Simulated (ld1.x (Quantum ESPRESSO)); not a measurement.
**Configuration tests for titanium (ultrasoft)**

titanium, ultrasoft, made with ld1.x (Quantum ESPRESSO) 7.5 (PBE, fully relativistic). Core [Ar], reference 3d2 4s1 4p0 (charge +1). Waves: 4s (bound): rcut 2.20, rcutus 2.60 bohr; 4s channel at 0.15 Ry: rcut 2.20, rcutus 2.60 bohr; 4p (bound, empty): rcut 2.20, rcutus 2.85 bohr; 4p channel at 0.65 Ry: rcut 2.20, rcutus 2.85 bohr; 3d (bound): rcut 2.20, rcutus 2.65 bohr; 3d channel at 1.45 Ry: rcut 2.20, rcutus 2.65 bohr. Local part: all-electron potential smoothed inside 2.55 bohr (lloc = -2). Core correction: Bessel-smoothed model core inside 2.00 bohr. Augmentation charge: PSQ, radius 2.45 bohr.

Open shells are filled in proportion to 2j + 1 (rel_dist='average').

Energies are relative to the spin-unpolarised reference configuration 3d2 4s1 4p0; without spin polarisation the order of configurations can differ from experiment. Not all tests gave a result: 1 of 7 tests not solved or not reliable. Left out of the table: 3d2 4s2 4p0 (pseudo-atom not self-consistent, printed error -31.5 eV).

Task: Give the all-electron excitation energy and the error of the potential for: 3d2 4s0 4p0; 3d1 4s0 4p0; 3d2 4s0 4p2; 3d3 4s0 4p0; 3d2 4s1.5 4p0; 3d1 4s2 4p0.

Result:

```json
{"valence configuration": "3d2 4s0 4p0", "charge": "+2", "ΔE all-electron (eV)": "13.572", "error AE − PS (meV)": "-13"}
{"valence configuration": "3d1 4s0 4p0", "charge": "+3", "ΔE all-electron (eV)": "40.520", "error AE − PS (meV)": "-579"}
{"valence configuration": "3d2 4s0 4p2", "charge": "0", "ΔE all-electron (eV)": "-1.059", "error AE − PS (meV)": "-1.5"}
{"valence configuration": "3d3 4s0 4p0", "charge": "+1", "ΔE all-electron (eV)": "0.048", "error AE − PS (meV)": "-136"}
{"valence configuration": "3d2 4s1.5 4p0", "charge": "+0.5", "ΔE all-electron (eV)": "-4.410", "error AE − PS (meV)": "-1.0"}
{"valence configuration": "3d1 4s2 4p0", "charge": "+1", "ΔE all-electron (eV)": "2.398", "error AE − PS (meV)": "-252"}
```
